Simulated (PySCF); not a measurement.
## Os+ (osmium, charge +1) across methods

[Xe] 4f14 5d7, high-spin 4F determinant (an excited configuration). Calculation: PySCF 2.14, in x2c-TZVPPall; the spin-free X2C one-electron Hamiltonian (Gaussian nucleus).

```tsv
method	E (hartree)	mean ε 5p β (eV)	mean ε 5d α (eV)	mean ε 5d β (eV)	Σ⟨r²⟩ (bohr²)	⟨S²⟩
LC-wPBE	-17254.84	-60.487	-17.057	-15.463	49.49	3.753
r2SCAN0	-17254.95	-58.881	-14.616	-12.962	49.36	3.754
PBE	-17255.09	-55.499	-13.027	-11.532	50.12	3.752
r2SCAN	-17255.17	-56.392	-13.207	-11.697	49.62	3.753
PBE0	-17254.87	-58.207	-14.438	-12.802	49.64	3.753
UHF	-17249.71181	-65.219	-18.010	-15.746	49.10	3.757
LDA	-17244.23	-55.973	-13.234	-11.735	50.13	3.751
```

Problem. Estimate the same row for revPBE.

Solution. E (hartree) = -17255.56; mean ε 5p β (eV) = -55.398; mean ε 5d α (eV) = -12.963; mean ε 5d β (eV) = -11.468; Σ⟨r²⟩ (bohr²) = 50.07; ⟨S²⟩ = 3.752.

Spin-orbit coupling, absent here, splits the open shell strongly.
